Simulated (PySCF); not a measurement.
C₂H₆O₂Si, SMILES C[SiH2]C(=O)O.

Coordinates come from a B3LYP-D3(BJ)/def2-SVP optimisation. One conformer was computed; it need not be the lowest.

Two levels are set side by side: TDA-PBE/def2-SVPD (PySCF) and TDA-ωB97X/def2-SVPD (PySCF). Vertical, same geometry. The lowest singlet is HOMO→LUMO 99 % with PBE and HOMO→LUMO 93 % with the other functional; states are paired by order. Differences are taken from unrounded values.

```
quantity                               TDA-PBE
-------------------------------------  -------
lowest singlet excitation (eV)            4.89
lowest triplet excitation (TDA) (eV)      4.20
first bright state (f over 0.05) (eV)     6.16
its oscillator strength                   0.07
```

Question: These are the TDA-PBE values. What does TDA-ωB97X give? (The exact figures need the calculation; the answer reports its results.)

Answer: 
| quantity | TDA-ωB97X | TDA-PBE minus TDA-ωB97X |
|---|---|---|
| lowest singlet excitation (eV) | 5.18 | -0.29 |
| lowest triplet excitation (TDA) (eV) | 4.50 | -0.30 |
| first bright state (f over 0.05) (eV) | 7.83 | -1.67 |
| its oscillator strength | 0.10 | -0.03 |

A lower first singlet is the usual sign of a functional without exact exchange. Differences between two approximate levels are no errors against the true value.

Rough cost on one machine, each run with all the roots and properties that it gave: TDA-ωB97X against TDA-PBE about 4 times.
